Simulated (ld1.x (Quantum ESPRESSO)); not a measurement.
## What the settings do to the TM potential of K

Base potential:

ld1.x (Quantum ESPRESSO) 7.5 input, shortened:

```
&input
   title='K', zed=19., rel=1, dft='PZ', iswitch=3,
   config='[Ar] 3d0 4s0.5 4p0'
 /
 &inputp
   pseudotype=2, tm=.true., lloc=0,
   nlcc=.true., new_core_ps=.true., rcore=3.10
 /
3
4P  2  1   0.00   0.00  4.20  4.20  0.0
3D  3  2   0.00   0.00  4.20  4.20  0.0
4S  1  0   0.50   0.00  3.40  3.40  0.0
 &test
   configts(1)='3d0 4s0.5 4p0'
 /
```

Cutoffs, loose and tight: the cutoffs (Ry, on a coarse ladder) from which the occupation-weighted sum of valence levels, in a spherical-Bessel basis at the reference potential, stays within 10 and 1 mRy of its value at 400 Ry. They do not see the model core or the augmentation charge, which bear on the density cutoff. Test errors are all-electron minus pseudo excitation energies from the reference, over the configurations 3d0 4s1 4p0; 3d0 4s0 4p1; 3d1 4s0 4p0; 3d0.5 4s0.5 4p0 (two spin-polarised tests are not counted in the largest error). A dash means not determined; rows that change the core or the reference have their own tests.

| change | outcome | cutoff, loose | cutoff, tight | bound ghosts | largest test error (meV) |
| --- | --- | --- | --- | --- | --- |
| base | generated | 6 Ry | 6 Ry | none | -1.8 |
| wave 3d (bound): rc 4.20 bohr becomes 3d (bound): rc 2.92 bohr | generated | 6 Ry | 6 Ry | none | -2.4 |
| wave 3d (bound): rc 4.20 bohr becomes 3d (bound): rc 3.26 bohr | generated | 6 Ry | 6 Ry | none | -1.8 |
| wave 3d (bound): rc 4.20 bohr becomes 3d (bound): rc 3.78 bohr | generated | 6 Ry | 6 Ry | none | -1.8 |
| wave 3d (bound): rc 4.20 bohr becomes 3d (bound): rc 4.48 bohr | generated | 6 Ry | 6 Ry | none | +2.3 |
| wave 3d (bound): rc 4.20 bohr becomes 3d (bound): rc 5.14 bohr | generated | 6 Ry | 6 Ry | none | +2.4 |
| wave 3d (bound): rc 4.20 bohr becomes 3d (bound): rc 5.70 bohr | generated | 6 Ry | 6 Ry | none | -1.8 |
| wave 3d (bound): rc 4.20 bohr becomes 3d (bound): rc 6.20 bohr | generated | 6 Ry | 6 Ry | none | +2.6 |

Reading the sweep of the d radius (base included, trends over the rows without a ghost): The loose cutoff stays near 6 Ry. The median size of the test errors (rows with all tests solved) stays near 1.6 meV.
